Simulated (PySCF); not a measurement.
Cartesian coordinates in Å; atom numbers follow the order of the lines, from 1:
```xyz
16

C     2.805    0.466    1.373
C     1.730   -0.433    0.814
O     1.787   -1.647    0.820
N     0.646    0.171    0.286
Si   -0.575   -0.912   -0.336
O    -1.691    0.136   -0.869
Si   -3.060    0.503   -1.653
H     3.119    1.188    0.622
H     2.416    1.008    2.233
H     3.657   -0.132    1.683
H     0.589    1.177    0.275
H    -1.153   -1.694    0.746
H    -0.051   -1.658   -1.470
H    -4.182    0.004   -0.862
H    -3.026    1.961   -1.730
H    -3.018   -0.130   -2.969
```

Theory: geometry: GFN2-xTB, shieldings: GIAO PBE0/pcSseg-1, in PySCF 2.14.0 with density-fitted response routines (averaged over atoms made equivalent by symmetry, fast rotation or ring inversion, one conformer, gas phase, non-relativistic).

Shifts are taken against calculated references (same method and geometry level): TMS for ¹³C (σ = 186.93 ppm), ¹H (σ = 31.72 ppm), ²⁹Si (σ = 349.16 ppm); ¹⁷O (σ = 336.08 ppm) against H2O; ¹⁵N (σ = 267.73 ppm) against NH3.

```
      atoms  nucleus  count  δ (ppm)
         C1      ¹³C      1     24.3
         C2      ¹³C      1        ?
        Si5     ²⁹Si      1        ?
    H12/H13       ¹H      2        ?
         O3      ¹⁷O      1    446.2
         N4      ¹⁵N      1    131.0
H14/H15/H16       ¹H      3     5.16
        Si7     ²⁹Si      1    -42.2
        H11       ¹H      1     4.43
         O6      ¹⁷O      1     17.1
  H8/H9/H10       ¹H      3     1.98
```

Problem. Fill in the missing shifts.

Solution. 
- C2: 178.4 ppm, amide carbonyl carbon; lone-pair donation from the attached heteroatom keeps it upfield of a ketone carbonyl
- H12/H13: 5.31 ppm, hydrogen on a silicon bonded to N, O
- Si5: -39.3 ppm, silicon bonded to N, O, 2 H

OH and NH positions are those of a molecule without intermolecular hydrogen bonds; in solution they move with solvent, concentration and temperature, and exchange usually removes their couplings. Shifts are as computed. Against solution values, carbons near 30 ppm lie about +3 ppm off and those near 130 ppm about +5 ppm. Of 1211 compounds with measured shifts, 218 miss one by over three times the rms of a fit or turn the order of signals round; such compounds aren't used in these exercises. Hydrogen bonding in solution shields acid and N–H amide carbonyl oxygens by tens of ppm. Hydrogen bonding in solution deshields acid and N–H amide carbonyl carbons by as much as 10 ppm beyond these values. Unscaled 17O shifts of doubly bonded oxygen tend to come out too high, by tens of ppm or more. Experimental scales use liquid or dissolved standards, which lie at an offset from isolated NH3 (liquid NH3: subtract about 20 ppm) and H2O (liquid H2O: subtract about 36 ppm).
